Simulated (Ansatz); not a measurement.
Conformers of H4InNOS, SMILES `[NH2][In]([OH])[SH]`, each relaxed with PBE0-D4/def2-TZVP in Ansatz. CBS adds the triple-zeta coupled-cluster correction to the MP2 limit.

Elements past krypton have def2 core potentials. Outer-core shells of In are correlated without core-valence functions. Spin–orbit coupling is left out.

Not all of them had a frequency check.

Conformer A:

Z-matrix (Å, degrees):
```
N
In 1 2.011
H 1 1.010 2 116.5
H 1 1.011 2 114.7 3 -129.0
O 2 1.981 1 115.3 3 153.0
S 2 2.379 1 125.8 3 -33.0
H 5 0.960 2 113.4 1 173.8
H 6 1.344 2 93.3 1 2.1
```

Conformer B:

```xyz
8

N     1.802    0.158    0.187
In   -0.182    0.051   -0.160
O    -1.436   -0.296    1.339
S    -1.259    0.510   -2.216
H     2.399    0.031   -0.619
H     2.149   -0.421    0.940
H    -0.999   -0.403    2.186
H    -2.474    0.370   -1.657
```

Which is lowest in electronic energy at CCSD(T)/CBS (frozen core, def2 sets), and by how much? (Best estimate.)

The calculation gave: A; B lies 0.7 kJ/mol higher. Gaps under about 2 kJ/mol don't settle the order.

Give the energies relative to A (kJ/mol) with PBE-D4/def2-TZVPP, PBE0-D4/def2-TZVPP, PBE/def2-TZVPP, HF/def2-TZVPP, MP2/def2-QZVPP, SCS-MP2/def2-QZVPP, MP2/CBS(def2). (Best estimate.)

The calculation gave: 
```
             level    B
 PBE-D4/def2-TZVPP  1.2
PBE0-D4/def2-TZVPP  1.1
    PBE/def2-TZVPP  1.2
     HF/def2-TZVPP  1.0
    MP2/def2-QZVPP  0.6
SCS-MP2/def2-QZVPP  0.8
     MP2/CBS(def2)  0.6
```
